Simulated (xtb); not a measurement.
C₂Cl₂O₂Pt (SMILES [O+]#[C-]->[Pt]([Cl])([Cl])<-[C-]#[O+]), singlet, geometry from GFN2-xTB (such geometries of metal compounds can be far from the true shape); GFN0-xTB (xtb 6.7.1).

Here is a job for xtb.
```
$ xtb mol.xyz --gfn 0 --etemp 3000 --json

# file mol.xyz
7

Pt     0.00000000     0.00000000    -0.00000000
Cl     2.12263974    -0.92553606     0.00158690
Cl    -2.12263974     0.92553606    -0.00158690
O      1.14019065     2.79347552     0.02902722
C      0.72643614     1.74604345     0.01820497
O     -1.14019065    -2.79347552    -0.02902722
C     -0.72643614    -1.74604345    -0.01820497
```

Question: Write the output that xtb gives for this input, abridged.

Answer: 
```
   ID    Z sym.   atoms
    1   78 Pt     1
    2   17 Cl     2, 3
    3    8 O      4, 6
    4    6 C      5, 7

           -------------------------------------------------
          |                Calculation Setup                |
           -------------------------------------------------

           -------------------------------------------------
          |                 G F N 0 - x T B                 |
           -------------------------------------------------

          ...................................................
          :                      SETUP                      :
          :.................................................:
          :  # basis functions                  46          :
          :  # atomic orbitals                  43          :
          :  # shells                           17          :
          :  # electrons                        44          :
          :  electronic temp.         3000.0000000     K    :
          :  accuracy                    1.0000000          :
          :  -> integral cutoff          0.2500000E+02      :
          :  -> integral neglect         0.1000000E-07      :
          ...................................................

         :::::::::::::::::::::::::::::::::::::::::::::::::::::
         ::                     SUMMARY                     ::
         :::::::::::::::::::::::::::::::::::::::::::::::::::::
         :: total energy             -23.661654872847 Eh    ::
         :: gradient norm              0.068927155182 Eh/a0 ::
         :: HOMO-LUMO gap              3.230474019789 eV    ::
         ::.................................................::
         :: H0 energy                -23.662776579928 Eh    ::
         :: repulsion energy           0.155554459663 Eh    ::
         :: electrostat energy        -0.127478456660 Eh    ::
         :: -> Gsolv                   0.000000000000 Eh    ::
         ::    -> Gsasa                0.000000000000 Eh    ::
         ::    -> Gshift               0.000000000000 Eh    ::
         :: dispersion energy         -0.002978878984 Eh    ::
         :: short-range corr.         -0.023975416939 Eh    ::
         :: add. restraining           0.000000000000 Eh    ::
         :: total charge              -0.000000000000 e     ::
         :::::::::::::::::::::::::::::::::::::::::::::::::::::

           -------------------------------------------------
          |                Property Printout                |
           -------------------------------------------------

    * Orbital Energies and Occupations

         #    Occupation            Energy/Eh            Energy/eV
      -------------------------------------------------------------
         1        2.0000           -0.9719412             -26.4479
       ...           ...                  ...                  ...
        10        2.0000           -0.5012852             -13.6407
        11        2.0000           -0.5004617             -13.6183
        12        2.0000           -0.4791562             -13.0385
        13        2.0000           -0.4669977             -12.7077
        14        2.0000           -0.4640557             -12.6276
        15        2.0000           -0.4637338             -12.6188
        16        2.0000           -0.4602319             -12.5235
        17        2.0000           -0.4583694             -12.4729
        18        2.0000           -0.4320660             -11.7571
        19        1.9997           -0.4116689             -11.2021
        20        1.9989           -0.3997599             -10.8780
        21        1.9982           -0.3949648             -10.7475
        22        1.9972           -0.3905105             -10.6263 (HOMO)
        23        0.0053           -0.2717928              -7.3959 (LUMO)
        24        0.0006           -0.2512468              -6.8368
        25        0.0001           -0.2299189              -6.2564
        26        0.0000           -0.2051084              -5.5813
        27        0.0000           -0.2048061              -5.5731
        28                         -0.0730787              -1.9886
        29                         -0.0656723              -1.7870
        30                         -0.0650943              -1.7713
        31                         -0.0645726              -1.7571
        32                         -0.0645678              -1.7570
        33                         -0.0642310              -1.7478
       ...                                ...                  ...
        43                          1.1219493              30.5298
      -------------------------------------------------------------
                  HL-Gap            0.1187177 Eh            3.2305 eV
             Fermi-level            0.0000000 Eh            0.0000 eV

     #   Z          covCN         q      C6AA      α(0)
     1  78 Pt       3.537     0.553   296.447    32.356
     2  17 Cl       0.833    -0.142   101.531    15.402
     3  17 Cl       0.833    -0.142   101.531    15.402
     4   8 O        0.856    -0.272    19.216     5.882
     5   6 C        1.794     0.137    28.326     8.592
     6   8 O        0.856    -0.272    19.216     5.882
     7   6 C        1.794     0.137    28.326     8.592

 Mol. C6AA /au·bohr⁶  :       3197.342743
 Mol. C8AA /au·bohr⁸  :     160656.899845
 Mol. α(0) /au        :         92.107642

Wiberg/Mayer (AO) data.
largest (>0.10) Wiberg bond orders for each atom

 ---------------------------------------------------------------------------
     #   Z sym  total        # sym  WBO       # sym  WBO       # sym  WBO
 ---------------------------------------------------------------------------
     1  78 Pt   3.913 --     7 C    1.034     5 C    1.034     2 Cl   0.746
                             3 Cl   0.746     6 O    0.176     4 O    0.176
     2  17 Cl   0.844 --     1 Pt   0.746
     3  17 Cl   0.844 --     1 Pt   0.746
     4   8 O    2.753 --     5 C    2.539     1 Pt   0.176
     5   6 C    3.656 --     4 O    2.539     1 Pt   1.034
     6   8 O    2.753 --     7 C    2.539     1 Pt   0.176
     7   6 C    3.656 --     6 O    2.539     1 Pt   1.034
 ---------------------------------------------------------------------------

Topologies differ in total number of bonds
Writing topology from bond orders to xtbtopo.mol

 dipole moment from electron density (au)
     X       Y       Z
   0.0000   0.0000  -0.0000  total (Debye):    0.000

           -------------------------------------------------
          | TOTAL ENERGY              -23.661654872847 Eh   |
          | GRADIENT NORM               0.068927155182 Eh/α |
          | HOMO-LUMO GAP               3.230474019789 eV   |
           -------------------------------------------------

normal termination of xtb
```
